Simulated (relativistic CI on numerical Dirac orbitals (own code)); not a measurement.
Which ions of gadolinium radiate between 6.68 and 6.72 nm?

La/B mirrors for lithography beyond EUV reflect only within a band about 0.6 % wide near 6.7 nm. Calculated with Dirac-Coulomb-Breit CI on KLI orbitals: all E1 lines from the levels of 4p⁶4dⁿ to 4dⁿ⁻¹4f, 4p⁵4dⁿ⁺¹, 4dⁿ⁻¹5p and 4dⁿ⁻¹5f, with Slater integrals scaled by 0.90 and by 0.85. Mean and σ are weighted by gf over the n = 4 arrays (4d-4f and 4p-4d); f is Σgf divided by the number of states of the lower configuration. Lines between excited configurations, which give much of the light of dense plasmas, and level populations are left out.

```
  Ion   n  Mean, 0.90 (nm)  σ (nm)  f, n = 4  Mean, 0.85  Mean, no mixing  σ, no mixing  4d-5p mean  f in band, 0.90  f in band, 0.85
Gd¹⁸⁺  10             6.70    0.12      8.97        6.77             6.69          0.12        5.61             8.92             0.00
Gd¹⁹⁺   9             6.74    0.22      8.27        6.81             6.88          0.44        5.33             3.90             0.00
Gd²⁰⁺   8             6.79    0.30      7.64        6.85             7.08          0.57        5.08             0.08             0.05
Gd²¹⁺   7             6.84    0.36      7.07        6.91             7.26          0.63        4.84             0.17             0.42
Gd²²⁺   6             6.90    0.42      6.56        6.97             7.42          0.65        4.62             0.34             0.28
Gd²³⁺   5             6.97    0.48      6.10        7.03             7.54          0.67        4.42             0.26             0.21
Gd²⁴⁺   4             7.04    0.54      5.68        7.11             7.63          0.69        4.24             0.19             0.29
Gd²⁵⁺   3             7.12    0.59      5.31        7.18             7.65          0.72        4.07             0.08             0.15
Gd²⁶⁺   2             7.19    0.64      4.98        7.26             7.62          0.77        3.91             0.08             0.08
Gd²⁷⁺   1             7.27    0.70      4.68        7.33             7.51          0.79        3.76             0.00             0.00
```

**Question.** Which charge states feed the band, how sure is the ranking, and what does configuration mixing do?

**Answer.** With the scale 0.90 most strength in the band comes from Gd¹⁸⁺, Gd¹⁹⁺, with 0.85 from Gd²¹⁺, Gd²⁴⁺, Gd²²⁺, Gd²³⁺. Lowering the scale by 0.05 moves the n = 4 arrays by 0.07 nm on average, against a band of 0.04 nm, so the ranking is not robust and needs measured lines to fix the scale. At the scale 0.85 the band is nearly empty. For Gd²³⁺, near the middle of the shell, mixing moves the mean from 7.54 to 6.97 nm and σ from 0.67 to 0.48 nm: the 4d-4f and 4p-4d excitations share their strength, which collects at the high-energy end. The means drift steadily with the charge, from 6.70 to 7.27 nm, so the charge balance of the plasma sets the colour.
